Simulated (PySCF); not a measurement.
**Two-dimensional NMR puzzle**

Compound of formula C$_{7}$H$_{12}$FNSi. Correlations simulated from computed shifts and the bond graph:

HSQC (one-bond C–H):
```csv
δH,δC
5.34,123.9
5.10,77.8
3.02,28.4
2.42,33.2
1.15,15.7
```

COSY cross peaks (H two or three bonds apart, from the bond graph; peaks can be absent where the dihedral angle is near 90°):
```csv
δH,δH
5.34,4.65
5.10,4.65
2.42,1.15
```

HMBC (two and three bonds, from the bond graph):
```csv
δH,δC
5.34,"166.8, 77.8, 33.2, 28.4"
5.10,123.9
4.65,"166.8, 123.9, 77.8"
3.02,"166.8, 123.9, 121.4, 33.2"
2.42,"166.8, 123.9, 28.4, 15.7"
1.15,"166.8, 33.2"
```

Carbons without hydrogens: δ 166.8, 121.4.

[PySCF 2.14: structure optimised with GFN2-xTB; shielding tensors at PBE0/pcSseg-1 (GIAO); averaged over atoms made equivalent by symmetry, fast rotation or ring inversion; in vacuum; no relativistic terms; single conformer]

Referencing at the same level of theory: $^{1}$H (31.72 ppm), $^{13}$C (186.93 ppm) against TMS.

Exchangeable hydrogens are left out of these lists.

**Question.** Assemble the structure.

**Answer.** SMILES [SiH2](/C=C(\CC)CC#N)CF.

Numbering as in the mapped SMILES `[CH3:1][CH2:2]/[C:3](=[CH:4]\[SiH2:5][CH2:6][F:7])[CH2:8][C:9]#[N:10]`. Each H is labelled by its parent atom.

- δC 166.8 is C3, a fully substituted alkene carbon.
- δC 123.9 is C4, an alkene CH (δH 5.34).
- δC 121.4 is C9, a nitrile carbon.
- δC 77.8 is C6, an sp3 CH2 bonded to F and Si (δH 5.10).
- δC 33.2 is C2, an allylic sp3 CH2 (δH 2.42).
- δC 28.4 is C8, an allylic sp3 CH2 (δH 3.02).
- δC 15.7 is C1, a methyl carbon (δH 1.15).
- HMBC from δH 5.34 reaches the proton-free carbon C3.
- HMBC from δH 4.65 reaches the proton-free carbon C3.
- HMBC from δH 3.02 reaches the proton-free carbons C3, C9.
- HMBC from δH 2.42 reaches the proton-free carbon C3.
- COSY links 5.34–4.65, 5.10–4.65, 2.42–1.15.

The shifts were computed for this structure.

Shifts are as computed. Against solution values, carbons near 30 ppm lie about +3 ppm off and those near 130 ppm about +5 ppm. Of 1309 compounds with measured shifts, 239 miss one by over three times the rms of a fit or turn the order of signals round; such compounds aren't used in these exercises.
